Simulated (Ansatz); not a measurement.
Gas-phase reaction (SMILES): N[SiH3] -> [NH-][SiH3] + H+; deprotonation at the site shown.

Structures are relaxed separately at B3LYP-D3(BJ)/def2-TZVP in Ansatz (a first-principles code). Valence correlation only, unless marked. No spin-orbit coupling. No relativistic terms. Basis-set limits of correlation are two-point, X^-3; Hartree-Fock from the larger set. Anions need diffuse functions, of which def2-TZVPD holds fewer than the aug- sets. Thermal terms are rigid-rotor harmonic-oscillator values from B3LYP-D3(BJ) frequencies (Ansatz) at 298.15 K and 1 atm. 1 Eh = 627.5095 kcal/mol. The proton has no electrons: its energy is zero and its thermal terms are those of translation.

```csv
species,"E, CCSD(T)/CBS(aug-cc-pV(T+d)Z,aug-cc-pV(Q+d)Z) (Ansatz) (Eh)","E, PBE/def2-TZVPD (Ansatz) (Eh)",H - E (Eh)
N[SiH3],-346.79587,-347.07034,0.05540
[NH-][SiH3],-346.18397,-346.46498,0.04044
H+,0.00000,0.00000,0.00236
```

Q: Work out ΔE and ΔH at 298.15 K at the first level, then ΔH at the second.

A: 
1. ΔE = [(-346.18397) + (0.00000)] - [(-346.79587)] = 0.61190 Eh = 384.0 kcal/mol at CCSD(T)/CBS(aug-cc-pV(T+d)Z,aug-cc-pV(Q+d)Z).
2. The terms H - E add up to -0.01260 Eh, so ΔH = (0.61190 + (-0.01260))×627.5095 = 376.1 kcal/mol.
3. At PBE/def2-TZVPD the same steps give ΔE = 379.9 and ΔH = 372.0 kcal/mol, a shift of -4.1 from the first level.
4. These values are not checked against measurement here, since the tables used lack a sound gas-phase enthalpy of formation for at least one species, or one in the same ion convention.
